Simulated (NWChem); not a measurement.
System: C4H4F2; SMILES FC1=C[C@@H](F)C1

The following NWChem deck was run.

```
start job
memory heap 200 mb stack 900 mb global 1100 mb
geometry units angstroms noautoz
  F      0.047933    -2.257151    -0.220344
  C      0.064142    -0.942707    -0.018413
  C      1.047618    -0.059975     0.180210
  C      0.037647     1.038339     0.429967
  F      0.071025     2.103150    -0.458455
  C     -1.100113    -0.001819     0.135902
  H      2.129020    -0.095122     0.207069
  H      0.021018     1.455598     1.442745
  H     -1.653874     0.230521    -0.778609
  H     -1.799347    -0.209929     0.953827
end
basis spherical
  * library def2-tzvp
end
dft
  xc xpbe96 cpbe96
  iterations 150
  semidirect filesize 400000000
  mulliken
end
task dft energy
```

The geometry was optimised at B3LYP/6-31G* (spherical d).

What results follow from this input? (PBE/def2-TZVP.) Quantities: energy (Ha); highest occupied level (eV); orbital gap (eV); dipole (D).


```yaml
energy (Ha): -354.21
highest occupied level (eV): -6.53
orbital gap (eV): 5.53
dipole (D): 1.26
```
